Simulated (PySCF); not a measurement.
# How the method changes the constants of PbH

State: ²Π (doublet), unpaired electrons π ↑. Set-up: PySCF, scalar-relativistic core potentials, basis sets H aug-cc-pVDZ, Pb aug-cc-pVDZ-PP with ECP60. De refers to H + Pb in their high-spin ground configurations, without counterpoise correction. The functionals are run spin-unrestricted. A positive dipole means H(−)Pb(+).

```csv
Level,Re (Å),ωe (cm⁻¹),De (eV),μ (D)
UHF,1.849,1642,1.44,1.02
UHF-MP2,1.840,1628,2.16,n/a
UHF-SCS-MP2,1.848,1609,2.25,n/a
UHF-CCSD,1.857,1560,2.33,n/a
UHF-CCSD(T),1.858,1550,2.36,n/a
PBE,1.880,1529,2.46,1.17
r²SCAN,1.862,1583,2.43,1.10
B3LYP,1.871,1559,2.54,1.19
PBE0,1.859,1594,2.39,1.09
BHandHLYP,1.850,1627,2.43,1.09
LC-ωPBE,1.833,1673,2.32,0.97
B2PLYP,1.857,1590,2.43,1.12
```

The bond length runs from 1.833 Å (LC-ωPBE) to 1.880 Å (PBE). De spans 1.44 eV (UHF, mean field) to 2.54 eV (B3LYP, global hybrid GGA). Correlation at CCSD(T) changes the Hartree–Fock bond energy by +0.92 eV; the triples alone change it by +0.03 eV.

Correlated steps freeze 4 core orbitals. Correlated levels converge slowly with the basis: in double zeta they bind strong bonds too weakly, by up to about 1 eV, and carry superposition errors of some tenths. These are scalar-relativistic numbers at best; spin–orbit coupling would shift them, the dissociation energy most. B2PLYP dipoles, levels and charges come from its SCF part alone. The state is the lowest determinant that a PBE0 search found; another state may lie lower at other levels.
